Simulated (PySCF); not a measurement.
A survey of 19F NMR shifts

- GFN2-xTB geometry
- NMR shieldings at PBE0/pcSseg-1/GIAO
- code: PySCF 2.14.0 with density-fitted response routines
- no relativistic terms, gas phase, fast rotation and ring inversion assumed for equivalent nuclei, a single conformation

Shieldings were converted by a linear fit to measured shifts: 19F: δ = 146.13 − 0.903σ +14.6 on sp3 carbon (rms 6.0 ppm, 223 shifts, 7.0 ppm with the 5 outliers that the fit left out vs CFCl3, solution or neat liquid). Occasional misses reach two or three times the rms, and more in compound classes unlike the fitted ones.

Give the 19F shifts of `O=C(CC(F)F)O/C=C/Cl`, `CC(C)[C@H]1C[C@](F)(C(=O)F)C1`, `CN(C)CC(F)(F)C(F)(F)F`, `CC(C)[C@@]1(C(=O)F)C[C@]1(C)F`, `COC1=C(F)[C@H](F)CCCC1`, `CCNCC(F)(F)C(F)(F)F`.

Answers


| compound | environment | δ (ppm) |
| --- | --- | --- |
| O=C(CC(F)F)O/C=C/Cl | fluorine of a CF2 group (×2) | -117.0 |
| [CH3:1][CH:2]([CH3:3])[C@H:4]1[CH2:5][C@:6]([F:7])([C:8](=[O:9])[F:10])[CH2:11]1 | F10: fluorine bonded to C | 31.1 |
| [CH3:1][CH:2]([CH3:3])[C@H:4]1[CH2:5][C@:6]([F:7])([C:8](=[O:9])[F:10])[CH2:11]1 | F7: fluorine on an sp3 carbon | -145.3 |
| [CH3:1][N:2]([CH3:3])[CH2:4][C:5]([F:6])([F:7])[C:8]([F:9])([F:10])[F:11] | F9/10/11: fluorine of a CF3 group (×3) | -79.8 |
| [CH3:1][N:2]([CH3:3])[CH2:4][C:5]([F:6])([F:7])[C:8]([F:9])([F:10])[F:11] | F6/7: fluorine of a CF2 group (×2) | -112.5 |
| [CH3:1][CH:2]([CH3:3])[C@@:4]1([C:5](=[O:6])[F:7])[CH2:8][C@:9]1([CH3:10])[F:11] | F7: fluorine bonded to C | 43.2 |
| [CH3:1][CH:2]([CH3:3])[C@@:4]1([C:5](=[O:6])[F:7])[CH2:8][C@:9]1([CH3:10])[F:11] | F11: fluorine on an sp3 carbon | -166.7 |
| [CH3:1][O:2][C:3]1=[C:4]([F:5])[C@H:6]([F:7])[CH2:8][CH2:9][CH2:10][CH2:11]1 | F5: vinylic fluorine | -152.6 |
| [CH3:1][O:2][C:3]1=[C:4]([F:5])[C@H:6]([F:7])[CH2:8][CH2:9][CH2:10][CH2:11]1 | F7: fluorine on an sp3 carbon | -187.8 |
| [CH3:1][CH2:2][NH:3][CH2:4][C:5]([F:6])([F:7])[C:8]([F:9])([F:10])[F:11] | F9/10/11: fluorine of a CF3 group (×3) | -84.7 |
| [CH3:1][CH2:2][NH:3][CH2:4][C:5]([F:6])([F:7])[C:8]([F:9])([F:10])[F:11] | F6/7: fluorine of a CF2 group (×2) | -126.0 |
